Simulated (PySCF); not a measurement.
Ge(F)2(Me)2, C2H6F2Ge, SMILES [Ge]([F])([F])([CH3])[CH3], B3LYP/def2-SVP optimised geometry.

```
11

C     -1.12     1.06     0.00
Ge    -0.13    -0.61     0.00
C      1.81    -0.61     0.00
F     -0.66    -1.55     1.37
F     -0.66    -1.55    -1.37
H     -0.86     1.65    -0.89
H     -2.19     0.84     0.00
H     -0.87     1.64     0.90
H      2.18    -1.65     0.00
H      2.19    -0.10    -0.90
H      2.19    -0.09     0.89
```

Density from B3LYP/def2-TZVP run with PySCF 2.14.0 at that geometry.

Minimum of the electron density along straight lines between bonded atoms, close to the bond critical point (lines longer than 1.1 times the sum of covalent radii, or with two minima, are not listed):

```tsv
bond	length / Å	ρ at the minimum / e bohr⁻³	∇²ρ there / e bohr⁻⁵	position (fraction from the first atom)
C1–Ge2	1.941	0.133	0.07	0.53
Ge2–C3	1.940	0.134	0.07	0.47
Ge2–F4	1.747	0.139	0.78	0.48
Ge2–F5	1.747	0.139	0.78	0.48
C1–H6	1.100	0.270	-0.89	0.64
C1–H7	1.100	0.271	-0.90	0.64
C1–H8	1.100	0.270	-0.89	0.64
C3–H9	1.100	0.271	-0.90	0.64
C3–H10	1.100	0.270	-0.89	0.64
C3–H11	1.100	0.270	-0.89	0.64
```
